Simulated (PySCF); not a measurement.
Species: C3H7F3N (charge +1).
Atom-mapped SMILES: `[CH3:1][C@H:2]([NH3+:3])[C:4]([F:5])([F:6])[F:7]` (hydrogens: H8, H9, H10 on C1; H11 on C2; H12, H13, H14 on N3)

Structure optimised with GFN2-xTB, isolated species.

Problem. What internal coordinates does the optimisation give?

Solution. 
```tsv
bond	length (Å)	order
C1–C2	1.518	single
C2–N3	1.500	single
C2–C4	1.548	single
C4–F5, C4–F6	1.339	single
C4–F7	1.314	single
C1–H8, C1–H9, C1–H10	1.088	single
C2–H11	1.096	single
N3–H12, N3–H13, N3–H14	1.033	single
```

Bonds in one row agree within 0.01 Å and their mean is given. Orders are formal, as drawn. A selection of angles:
```tsv
angle	degrees
C2–C1–H8	111.3
C2–C1–H10	109.7
H8–C1–H9	109.4
H8–C1–H10	107.7
C1–C2–N3	110.6
C1–C2–C4	111.0
C1–C2–H11	111.5
N3–C2–C4	106.6
N3–C2–H11	109.1
C4–C2–H11	107.7
C2–N3–H12	111.4
C2–N3–H13	109.6
H12–N3–H13	108.2
H12–N3–H14	108.9
C2–C4–F5	109.6
C2–C4–F7	112.2
F5–C4–F6	106.8
F5–C4–F7	109.5
```

Dihedral angles: C1–C2–C4–F5 61° (synclinal).

The 3 C–F bonds span 1.314 Å (C4–F7, drawn single) to 1.340 Å (C4–F6, drawn single), a spread of 0.026 Å. Of the pairs four or more bonds apart, F6···H12 is among the closest relative to their van der Waals radii: 2.40 Å, 90 % of the sum of Bondi's values. The C–C distances run from 1.518 Å (C1–C2, drawn single) to 1.548 Å (C2–C4, drawn single), a spread of 0.030 Å. N3 (ammonium nitrogen) is tetrahedral (angles from 108.2° to 111.4°).

Point group: C1 (no symmetry element, even within 0.4 Å). Stationary, but not proved a minimum.

These are computed values.
